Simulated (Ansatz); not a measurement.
Cost and result for the atomization energy of C$_{3}$H$_{5}$ClSi (`[SiH3]C1=CC1Cl`) (10 atoms, 10 bonds).

```xyz
10

Si    1.214   -0.521    1.075
C    -0.171   -0.184   -0.095
C    -0.982   -0.519   -1.060
C    -1.093    0.857   -0.620
Cl   -0.439    2.180   -1.642
H     0.734   -0.277    2.459
H     1.657   -1.929    0.933
H     2.328    0.406    0.765
H    -1.319   -1.263   -1.763
H    -1.929    1.250   -0.051
```

Total charge 0; spin multiplicity 1. All single points use the PBE0-D4/def2-TZVP geometry. Program: Ansatz. All runs use 4 threads of an AMD EPYC 9R45 on a shared host. Times are those of one run each, without the atoms' runs, and a repeat can differ threefold. Electronic energies, without spin–orbit coupling; frozen cores. CCSD(T)/CBS adds CCSD(T) − MP2 in def2-TZVPP to the MP2 limit, and its time is that of the two runs behind it. T1 = 0.011. B3LYP takes the VWN-RPA correlation (the form of Gaussian; ORCA's B3LYP/G).

CCSD(T)/CBS is a level of theory with its own doubt, some kJ/mol a heavy atom from the limit and from the frozen cores, so smaller differences don't rank the functionals.

| level | functions | wall time |
| --- | --- | --- |
| PBE-D4/def2-TZVPP (with forces) | 247 | 0.9 s |
| PBE0-D4/def2-TZVPP | 247 | 1.1 s |
| r2SCAN-D4/def2-TZVPP (with forces) | 247 | 1.4 s |
| B3LYP-D4/def2-TZVPP (with forces) | 247 | 1.6 s |
| B2PLYP/def2-TZVPP | 247 | 1.9 s |
| ωB97X-V/def2-TZVPP | 247 | 2.5 s |
| ωB97M-V/def2-TZVPP (with forces) | 247 | 3.4 s |
| MP2/def2-QZVPP | 461 | 6.5 s |
| CCSD(T)/def2-TZVPP | 247 | 28 s |
| CCSD(T)/CBS(def2) | – | 34 s |

(1) What atomization energy does each give, and how far from CCSD(T)/CBS? (Best estimate.)

Results:

(1) Computed: 
```json
{"level": "PBE-D4/def2-TZVPP (with forces)", "atomization (kcal/mol)": "905.9", "difference from CCSD(T)/CBS": "25.7", "per bond": "2.6"}
{"level": "PBE0-D4/def2-TZVPP", "atomization (kcal/mol)": "890.6", "difference from CCSD(T)/CBS": "10.4", "per bond": "1.0"}
{"level": "r2SCAN-D4/def2-TZVPP (with forces)", "atomization (kcal/mol)": "887.2", "difference from CCSD(T)/CBS": "7.0", "per bond": "0.7"}
{"level": "B3LYP-D4/def2-TZVPP (with forces)", "atomization (kcal/mol)": "880.4", "difference from CCSD(T)/CBS": "0.2", "per bond": "0.0"}
{"level": "B2PLYP/def2-TZVPP", "atomization (kcal/mol)": "871.3", "difference from CCSD(T)/CBS": "-8.9", "per bond": "-0.9"}
{"level": "ωB97X-V/def2-TZVPP", "atomization (kcal/mol)": "886.0", "difference from CCSD(T)/CBS": "5.8", "per bond": "0.6"}
{"level": "ωB97M-V/def2-TZVPP (with forces)", "atomization (kcal/mol)": "885.3", "difference from CCSD(T)/CBS": "5.1", "per bond": "0.5"}
{"level": "MP2/def2-QZVPP", "atomization (kcal/mol)": "889.6", "difference from CCSD(T)/CBS": "9.4", "per bond": "0.9"}
{"level": "CCSD(T)/def2-TZVPP", "atomization (kcal/mol)": "856.3", "difference from CCSD(T)/CBS": "-23.9", "per bond": "-2.4"}
{"level": "CCSD(T)/CBS(def2)", "atomization (kcal/mol)": "880.2", "difference from CCSD(T)/CBS": "0.0", "per bond": "0.0"}
```

In def2-TZVPP, CCSD(T) changes the Hartree–Fock value by +215.4 kcal/mol (the triples alone add +15.8 kcal/mol) and MP2 by +234.6 kcal/mol; breaking electron pairs costs correlation energy, which Hartree–Fock lacks. From PBE to PBE0 (25 % exact exchange), in def2-TZVPP and without D4, the atomization energy moves by −14.4 kcal/mol: exact exchange takes away binding that semilocal exchange gives to molecules. The D4 term adds +9.0 kcal/mol with B3LYP and +4.7 kcal/mol with PBE0; it sums over pairs of atoms, weighted by their polarisabilities, and B3LYP, whose exchange is more repulsive, gets the larger term.
